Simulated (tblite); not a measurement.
Parent: `[F:1][CH:2]([F:3])[Si@H:4]1[CH2:5][SiH2:6][SiH2:7]1` with F1–C2–Si4–C5 -58°, C2–Si4–C5–Si6 98°, Si4–C5–Si6–Si7 10°, C5–Si6–Si7–Si4 -8°, C2–Si4–Si7–Si6 -97°, C2H8F2Si3.

Structures optimised with GFN2-xTB, isolated species. One conformer each, not checked by frequencies here.

```csv
coordinate of the parent,value
F1–C2,1.369 Å
C2–F3,1.365 Å
C2–Si4,1.943 Å
Si4–C5,1.929 Å
C5–Si6,1.939 Å
Si6–Si7,2.357 Å
Si4–Si7,2.346 Å
F1–C2–F3,105.6°
F1–C2–Si4,109.5°
F3–C2–Si4,110.7°
C2–Si4–C5,105.0°
C2–Si4–Si7,107.3°
C5–Si4–Si7,88.5°
Si4–C5–Si6,102.5°
C5–Si6–Si7,88.0°
Si4–Si7–Si6,79.8°
```

How does the shared frame change in `[CH:1]#[C:2][C:3]([F:4])([F:5])[Si@@H:6]1[CH2:7][SiH2:8][SiH2:9]1` with C2–C3–Si6–C7 -62°, C3–Si6–C7–Si8 -96°, Si6–C7–Si8–Si9 -9°, C7–Si8–Si9–Si6 8°, C3–Si6–Si9–Si8 97°, C4H8F2Si3? Atoms pair as F1 = F4, C2 = C3, F3 = F5, Si4 = Si6, C5 = C7, Si6 = Si8, Si7 = Si9 (parent first).

```tsv
parent	relative	value in the relative	change
F1–C2	F4–C3	1.383 Å	+0.014
C2–F3	C3–F5	1.378 Å	+0.013
C2–Si4	C3–Si6	1.959 Å	+0.016
Si4–C5	Si6–C7	1.927 Å	-0.002
C5–Si6	C7–Si8	1.938 Å	-0.001
Si6–Si7	Si8–Si9	2.358 Å	+0.001
Si4–Si7	Si6–Si9	2.347 Å	+0.001
F1–C2–F3	F4–C3–F5	104.4°	-1.2
F1–C2–Si4	F4–C3–Si6	107.7°	-1.8
F3–C2–Si4	F5–C3–Si6	109.0°	-1.7
C2–Si4–C5	C3–Si6–C7	104.8°	-0.2
C2–Si4–Si7	C3–Si6–Si9	105.7°	-1.6
C5–Si4–Si7	C7–Si6–Si9	88.7°	+0.2
Si4–C5–Si6	Si6–C7–Si8	102.4°	-0.1
C5–Si6–Si7	C7–Si8–Si9	88.1°	+0.1
Si4–Si7–Si6	Si6–Si9–Si8	79.6°	-0.2
```

Of the parent's bonds, C2–Si4 changes most (+0.016 Å). Bonds of the relative outside the shared frame: C1≡C2 1.198, C2–C3 1.441 Å. Point group C1 → C1.

How does the shared frame change in `[F:1][CH:2]([F:3])[C:4]([F:5])([F:6])[Si@@H:7]1[CH2:8][SiH2:9][SiH2:10]1` with F1–C2–C4–F5 -69°, C2–C4–Si7–C8 177°, C4–Si7–C8–Si9 -96°, Si7–C8–Si9–Si10 -10°, C8–Si9–Si10–Si7 8°, C4–Si7–Si10–Si9 94°, C3H8F4Si3? Atoms pair as F1 = F6, C2 = C4, F3 = F5, Si4 = Si7, C5 = C8, Si6 = Si9, Si7 = Si10 (parent first).

| parent | relative | value in the relative | change |
| --- | --- | --- | --- |
| F1–C2 | F6–C4 | 1.373 Å | +0.004 |
| C2–F3 | C4–F5 | 1.366 Å | +0.001 |
| C2–Si4 | C4–Si7 | 1.953 Å | +0.010 |
| Si4–C5 | Si7–C8 | 1.926 Å | -0.003 |
| C5–Si6 | C8–Si9 | 1.938 Å | -0.001 |
| Si6–Si7 | Si9–Si10 | 2.363 Å | +0.006 |
| Si4–Si7 | Si7–Si10 | 2.345 Å | -0.001 |
| F1–C2–F3 | F6–C4–F5 | 104.8° | -0.8 |
| F1–C2–Si4 | F6–C4–Si7 | 110.3° | +0.8 |
| F3–C2–Si4 | F5–C4–Si7 | 112.7° | +2.0 |
| C2–Si4–C5 | C4–Si7–C8 | 102.5° | -2.5 |
| C2–Si4–Si7 | C4–Si7–Si10 | 106.2° | -1.1 |
| C5–Si4–Si7 | C8–Si7–Si10 | 88.7° | +0.2 |
| Si4–C5–Si6 | Si7–C8–Si9 | 102.4° | -0.1 |
| C5–Si6–Si7 | C8–Si9–Si10 | 87.9° | -0.1 |
| Si4–Si7–Si6 | Si7–Si10–Si9 | 79.5° | -0.3 |

Of the parent's bonds, C2–Si4 changes most (+0.010 Å). Bonds of the relative outside the shared frame: F1–C2 1.350, C2–F3 1.354, C2–C4 1.524 Å. Point group C1 → C1.

How does the shared frame change in `[CH3:1][S:2][C:3]([F:4])([F:5])[Si@H:6]1[CH2:7][SiH2:8][SiH2:9]1` with C1–S2–C3–F4 -59°, S2–C3–Si6–C7 58°, C3–Si6–C7–Si8 97°, Si6–C7–Si8–Si9 10°, C7–Si8–Si9–Si6 -8°, C3–Si6–Si9–Si8 -97°, C3H10F2SSi3? Atoms pair as F1 = F4, C2 = C3, F3 = F5, Si4 = Si6, C5 = C7, Si6 = Si8, Si7 = Si9 (parent first).

```tsv
parent	relative	value in the relative	change
F1–C2	F4–C3	1.374 Å	+0.005
C2–F3	C3–F5	1.368 Å	+0.003
C2–Si4	C3–Si6	1.948 Å	+0.005
Si4–C5	Si6–C7	1.925 Å	-0.004
C5–Si6	C7–Si8	1.938 Å	-0.001
Si6–Si7	Si8–Si9	2.358 Å	+0.001
Si4–Si7	Si6–Si9	2.344 Å	-0.002
F1–C2–F3	F4–C3–F5	103.7°	-1.9
F1–C2–Si4	F4–C3–Si6	110.1°	+0.6
F3–C2–Si4	F5–C3–Si6	110.9°	+0.2
C2–Si4–C5	C3–Si6–C7	104.6°	-0.4
C2–Si4–Si7	C3–Si6–Si9	106.5°	-0.8
C5–Si4–Si7	C7–Si6–Si9	88.5°	0.0
Si4–C5–Si6	Si6–C7–Si8	102.6°	+0.1
C5–Si6–Si7	C7–Si8–Si9	87.8°	-0.2
Si4–Si7–Si6	Si6–Si9–Si8	79.8°	0.0
```

Of the parent's bonds, F1–C2, C2–Si4 and Si4–C5 change most and about equally (-0.004 to +0.005 Å). Bonds of the relative outside the shared frame: C1–S2 1.818, S2–C3 1.814 Å. Point group C1 → C1.

All values are computed, not measured.
